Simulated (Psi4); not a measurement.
Psi4 input (wB97X-D/6-31G*):

```
memory 1500 MB

molecule {
-1 1
C    -1.94266200    0.60787400   -0.02670800
Si   -0.96658600   -0.82877600   -0.22816400
O     0.74800600   -0.65802100   -0.07024800
Si    1.46573600    0.76264600    0.25213200
H    -2.28370300    0.94871900    0.94626800
H    -2.15254700    1.28913000   -0.84585600
H    -1.04385700   -1.46070600   -1.58848300
H    -1.21737800   -1.91107700    0.78253100
H     1.30794800    1.82203400   -0.78185800
H     2.93739700    0.47898300    0.30595400
H     1.13596700    1.37566000    1.56811200
symmetry c1
no_reorient
no_com
}

set {
  basis 6-31G*
  reference rks
  scf_type pk
  dft_radial_points 99
  dft_spherical_points 590
  e_convergence 1e-8
  d_convergence 1e-7
  maxiter 150
}

e = energy('wb97x-d')
print_out(f'\nFINAL {e:.10f} DIPOLE {variable("CURRENT DIPOLE")[0]:.6f} {variable("CURRENT DIPOLE")[1]:.6f} {variable("CURRENT DIPOLE")[2]:.6f}\n')
```

Output:

```
   => Loading Basis Set <=

    Name: 6-31G*
    Role: ORBITAL
    Keyword: BASIS
    atoms 1    entry C          line   111 file 6-31gs.gbs
    atoms 2, 4 entry SI         line   268 file 6-31gs.gbs
    atoms 3    entry O          line   145 file 6-31gs.gbs
    atoms 5-11 entry H          line    44 file 6-31gs.gbs

   => WB97X-D: Empirical Dispersion <=

    Chai and Head-Gordon Dispersion Correction
    Chai, J.-D.; Head-Gordon, M. (2010), J. Chem. Phys., 132: 6615-6620

        s6 =       1.000000

         ---------------------------------------------------------
                                   SCF
               by Justin Turney, Rob Parrish, Andy Simmonett
                          and Daniel G. A. Smith
                              RKS Reference
         ---------------------------------------------------------

  ==> Geometry <==

    Molecular point group: c1
    Full point group: C1

    Geometry (in Angstrom), charge = -1, multiplicity = 1:

       Center              X                  Y                   Z               Mass
    ------------   -----------------  -----------------  -----------------  -----------------
         C           -1.942662000000     0.607874000000    -0.026708000000    12.000000000000
         SI          -0.966586000000    -0.828776000000    -0.228164000000    27.976926534650
         O            0.748006000000    -0.658021000000    -0.070248000000    15.994914619570
         SI           1.465736000000     0.762646000000     0.252132000000    27.976926534650
         H           -2.283703000000     0.948719000000     0.946268000000     1.007825032230
         H           -2.152547000000     1.289130000000    -0.845856000000     1.007825032230
         H           -1.043857000000    -1.460706000000    -1.588483000000     1.007825032230
         H           -1.217378000000    -1.911077000000     0.782531000000     1.007825032230
         H            1.307948000000     1.822034000000    -0.781858000000     1.007825032230
         H            2.937397000000     0.478983000000     0.305954000000     1.007825032230
         H            1.135967000000     1.375660000000     1.568112000000     1.007825032230

  Running in c1 symmetry.

  Rotational constants: A =      0.29008  B =      0.09055  C =      0.07354 [cm^-1]
  Rotational constants: A =   8696.43092  B =   2714.47432  C =   2204.72810 [MHz]
  Nuclear repulsion =  221.851174008579960

  Charge       = -1
  Multiplicity = 1
  Electrons    = 50
  Nalpha       = 25
  Nbeta        = 25

  ==> Algorithm <==

  SCF Algorithm Type is PK.
  DIIS enabled.
  MOM disabled.
  Fractional occupation disabled.
  Guess Type is SAD.
  Energy threshold   = 1.00e-08
  Density threshold  = 1.00e-07
  Integral threshold = 1.00e-12

  ==> Primary Basis <==

  Basis Set: 6-31G*
    Blend: 6-31G*
    Number of shells: 42
    Number of basis functions: 82
    Number of Cartesian functions: 82
    Spherical Harmonics?: false
    Max angular momentum: 2

  ==> DFT Potential <==

   => LibXC <=

    Version 7.1.2
    S. Lehtola, C. Steigemann, M. J. T. Oliveira, and M. A. L. Marques,  SoftwareX 7, 1–5 (2018) (10.1016/j.softx.2017.11.002)

   => Composite Functional: WB97X-D <=

    wB97X-D Hyb-GGA Exchange-Correlation Functional

    J.-D. Chai and M. Head-Gordon,  Phys. Chem. Chem. Phys. 10, 6615–6620 (2008) (10.1039/B810189B)

    Deriv               =              1
    GGA                 =           TRUE
    Meta                =          FALSE

    Exchange Hybrid     =           TRUE
    MP2 Hybrid          =          FALSE

   => Exchange-Correlation Functionals <=

    1.0000   wB97X-D range-separated functional

   => Exact (HF) Exchange <=

    0.7780            HF,LR [omega = 0.2000]
    0.2220               HF

   => LibXC Density Thresholds  <==

    XC_HYB_GGA_XC_WB97X_D:  1.00E-14

   => Molecular Quadrature <=

    Radial Scheme          =       TREUTLER
    Pruning Scheme         =           NONE
    Nuclear Scheme         =       TREUTLER

    Blocking Scheme        =         OCTREE
    BS radius alpha        =              1
    Pruning alpha          =              1
    Radial Points          =             99
    Spherical Points       =            590
    Total Points           =         606920
    Total Blocks           =           4247
    Max Points             =            256
    Max Functions          =             81
    Weights Tolerance      =       1.00E-15

  ==> Integral Setup <==

  Using in-core PK algorithm.
   Calculation information:
      Number of atoms:                  11
      Number of AO shells:              42
      Number of primitives:            112
      Number of atomic orbitals:        82
      Number of basis functions:        82

      Integral cutoff                 1.00e-12
      Number of threads:                 1

  Performing in-core PK
  Using 17375718 doubles for integral storage.
  We computed 367486 shell quartets total.
  Whereas there are 408156 unique shell quartets.

  Computing range-separated integrals for PK
  We computed 367486 wK shell quartets total.
  Whereas there are 408156 wK unique shell quartets.

  ==> DiskJK: Disk-Based J/K Matrices <==

    J tasked:                  Yes
    K tasked:                  Yes
    wK tasked:                 Yes
    Omega:               2.000E-01
    Schwarz Cutoff:          1E-12


  Cached 50.0% of DFT collocation blocks in 0.570 [GiB].

  Minimum eigenvalue in the overlap matrix is 8.1674938409E-03.
  Reciprocal condition number of the overlap matrix is 1.2829226595E-03.
    Using symmetric orthogonalization.

  ==> Pre-Iterations <==

  SCF Guess: Superposition of Atomic Densities via on-the-fly atomic UHF (no occupation information).

   -------------------------
    Irrep   Nso     Nmo
   -------------------------
     A         82      82
   -------------------------
    Total      82      82
   -------------------------

  ==> Iterations <==

                        Total Energy        Delta E     RMS |[F,P]|

   @RKS iter SAD:  -695.50943238659829   -6.95509e+02   0.00000e+00
   @RKS iter   1:  -696.14369525776590   -6.34263e-01   1.03078e-02 ADIIS/DIIS
   @RKS iter   2:  -696.10720746698860    3.64878e-02   1.13284e-02 ADIIS/DIIS
   @RKS iter   3:  -696.48415649018398   -3.76949e-01   1.23901e-03 ADIIS/DIIS
   @RKS iter   4:  -696.48768256680103   -3.52608e-03   5.43806e-04 ADIIS/DIIS
   @RKS iter   5:  -696.48865475417801   -9.72187e-04   9.48818e-05 DIIS
   @RKS iter   6:  -696.48870001064950   -4.52565e-05   1.68376e-05 DIIS
   @RKS iter   7:  -696.48870281888037   -2.80823e-06   3.98805e-06 DIIS
   @RKS iter   8:  -696.48870304595539   -2.27075e-07   1.24727e-06 DIIS
   @RKS iter   9:  -696.48870306936499   -2.34096e-08   3.51523e-07 DIIS
   @RKS iter  10:  -696.48870307151503   -2.15005e-09   9.19494e-08 DIIS
  Energy and wave function converged.

  ==> Post-Iterations <==

   Electrons on quadrature grid:
      Ntotal   =   49.9999954870 ; deviation = -4.513e-06

    Orbital Energies [Eh]
    ---------------------

    Doubly Occupied:

       1A    -66.133188     2A    -66.084044     3A    -19.071178
       4A    -10.033452     5A     -5.245431     6A     -5.193480
       7A     -3.590363     8A     -3.589919     9A     -3.589635
      10A     -3.539307    11A     -3.538835    12A     -3.536050
      13A     -0.886959    14A     -0.531478    15A     -0.472770
      16A     -0.395717    17A     -0.306089    18A     -0.305040
      19A     -0.296104    20A     -0.271570    21A     -0.236303
      22A     -0.233750    23A     -0.190811    24A     -0.182363
      25A     -0.043618

    Virtual:

      26A      0.257037    27A      0.308776    28A      0.323381
      29A      0.330635    30A      0.355727    31A      0.362961
      32A      0.383204    33A      0.412050    34A      0.418890
      35A      0.424935    36A      0.442846    37A      0.480375
      38A      0.489142    39A      0.532904    40A      0.543880
      41A      0.613077    42A      0.619385    43A      0.676899
      44A      0.822855    45A      0.833521    46A      0.845112
      47A      0.847402    48A      0.917297    49A      0.929238
      50A      0.962884    51A      0.973036    52A      1.007082
      53A      1.072295    54A      1.135287    55A      1.161467
      56A      1.211641    57A      1.234025    58A      1.251646
      59A      1.308780    60A      1.322576    61A      1.346502
      62A      1.384622    63A      1.428890    64A      1.437166
      65A      1.447594    66A      1.482649    67A      1.586766
      68A      1.709575    69A      2.025838    70A      2.129489
      71A      2.156165    72A      2.250986    73A      2.308520
      74A      2.401497    75A      2.570244    76A      2.607036
      77A      2.764551    78A      2.903882    79A      3.173082
      80A      3.295456    81A      4.010234    82A      4.494892

    Final Occupation by Irrep:
              A
    DOCC [    25 ]
    NA   [    25 ]
    NB   [    25 ]

  @RKS Final Energy:  -696.48870307151503

   => Energetics <=

    Nuclear Repulsion Energy =            221.8511740085799602
    One-Electron Energy =               -1413.0578494510373275
    Two-Electron Energy =                 536.5808227400444821
    DFT Exchange-Correlation Energy =     -41.8587265732116336
    Empirical Dispersion Energy =          -0.0041237958907318
    VV10 Nonlocal Energy =                  0.0000000000000000
    Total Energy =                       -696.4887030715150331

Computation Completed

Properties will be evaluated at   0.000000,   0.000000,   0.000000 [a0]

Properties computed using the SCF density matrix

 Multipole Moments:

 ------------------------------------------------------------------------------------
     Multipole            Electronic (a.u.)      Nuclear  (a.u.)        Total (a.u.)
 ------------------------------------------------------------------------------------

 L = 1.  Multiply by 2.5417464519 to convert [e a0] to [Debye]
 Dipole X            :          1.2688577            0.0000057            1.2688633
 Dipole Y            :          0.3157840           -0.0000019            0.3157821
 Dipole Z            :          0.1528642           -0.0000227            0.1528415
 Magnitude           :                                                    1.3164699

 ------------------------------------------------------------------------------------

FINAL -696.4887030715 DIPOLE 1.268863 0.315782 0.152842

*** Psi4 exiting successfully. Buy a developer a beer!
```

The dipole moment of an ion depends on the origin.

The geometry given is a B3LYP-D3(BJ)/def2-TZVP minimum.
